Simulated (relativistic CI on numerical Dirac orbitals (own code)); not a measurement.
## One change at a time: Rh35+

Base calculation: Dirac-Coulomb-Breit CI, KLI orbitals optimised for each configuration, model QED (radiative potential, 1s self-energy scaled to tabulated hydrogen-like ionisation energies), unscaled Slater integrals.

Configurations in the expansion (outside the closed core 1s2): 2s2.2p6, 2s2.2p5.3s, 2s2.2p5.3p, 2s2.2p5.3d, 2s.2p6.3s, 2s.2p6.3p, 2s.2p6.3d, 2s2.2p5.4s, 2s2.2p5.4p, 2s2.2p5.4d, 2s2.2p5.4f, 2s.2p6.4s, 2s.2p6.4p, 2s.2p6.4d, 2s2.2p4.3s2, 2s.2p6.4f, 2s2.2p5.5s, 2s2.2p5.5p, 2s2.2p4.3s.3p, 2s2.2p5.5d, 2s2.2p5.5f, 2s2.2p5.5g, 2s2.2p4.3p2, 2s2.2p4.3s.3d, 2s2.2p4.3p.3d, 2s.2p5.3s2, 2s2.2p4.3d2, 2s.2p5.3s.3p, 2s.2p6.5s, 2s.2p5.3p2, 2s.2p6.5p, 2s.2p5.3s.3d, 2s.2p6.5d, 2s.2p6.5f, 2s.2p6.5g, 2s.2p5.3p.3d. Levels of other configurations are missing.

Variants: (1) P86 correlation estimate; (2) configuration mixing switched off; (3) one mean potential for all configurations. Shifts of the energy above 2s2.2p6 1S_0, in eV, for the lowest level and the first level of each name with at least 55 % of one term (blank where a level changes its place among those of its configuration and J or its character, or is not in the variant):

```csv
Level,Base,Δ(1),Δ(2),Δ(3)
2s2.2p6 1S_0,0.00,0.00,0.00,0.00
2s2.2p5.3s 3P°_2,2787.78,+1.60,+0.12,-0.60
2s2.2p5.3s 1P°_1,2792.13,+1.60,+0.25,-0.62
2s2.2p5.3p 3D_3,2897.51,+1.75,-0.11,-0.58
2s2.2p5.3p 1P_1,2897.58,+1.75,+0.35,-0.59
2s2.2p5.3p 3P_2,2904.00,+1.75,-0.21,-0.59
2s2.2p5.3s 3P°_0,2936.40,+1.60,+0.35,-0.52
2s2.2p5.3s 3P°_1,2938.36,+1.60,+0.52,-0.54
2s2.2p5.3d 3P°_0,2982.99,+1.38,-0.21,-0.64
2s2.2p5.3d 3P°_1,2986.91,+1.38,-0.32,-0.64
2s2.2p5.3d 3F°_3,2990.85,+1.38,-0.59,-0.62
2s2.2p5.3d 3D°_2,2993.48,+1.38,-0.57,-0.62
2s2.2p5.3d 3F°_4,2996.16,+1.38,-0.64,-0.63
2s2.2p5.3d 1D°_2,2999.63,+1.38,-0.54,-0.62
2s2.2p5.3d 3D°_3,3004.86,+1.38,-0.66,-0.61
2s2.2p5.3p 3D_1,3008.47,+1.75,+0.02,-0.53
2s2.2p5.3d 1P°_1,3021.74,+1.38,-0.37,-0.58
2s2.2p5.3d 3F°_2,3138.75,+1.38,-0.62,-0.55
2s.2p6.3s 3S_1,3182.62,+1.91,-1.87,-0.50
2s.2p6.3s 1S_0,3197.16,+1.91,+0.34,-0.33
2s.2p6.3p 3P°_0,3255.06,+2.04,-0.92,-0.50
2s.2p6.3p 3P°_1,3256.54,+2.04,-1.00,-0.50
```

At this charge energies of transitions that change n are usually good to better than 1 %, and those within a shell (Δn = 0) to a few per cent.

Ionisation energy from the two ground configurations alone: base 5010.78 eV; P86 correlation estimate 5012.75 eV. The NIST ASD value (semi-empirical) is 5018 eV.

LS names give the leading component of a level, which can be under half, so a name can repeat, a term be missing and a line seem to break the LS rules.
